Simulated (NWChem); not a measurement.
CBrF₂, doublet; SMILES F[C](F)Br

Computed with NWChem. Spin-unrestricted. In the optimisation the excess spin sits in a' (Cs, its own frame). No stability test was run on the SCF state. Level B3LYP/def2-SVP: optimisations from one semi-empirical or force-field start; each run changes one setting, and all end within 0.3 mHa of each other.

```csv
setting,optimisation steps
"redundant internal coordinates, default thresholds",4
no line search,4
tight thresholds,6
loose thresholds,3
trust radius 0.05,4
```
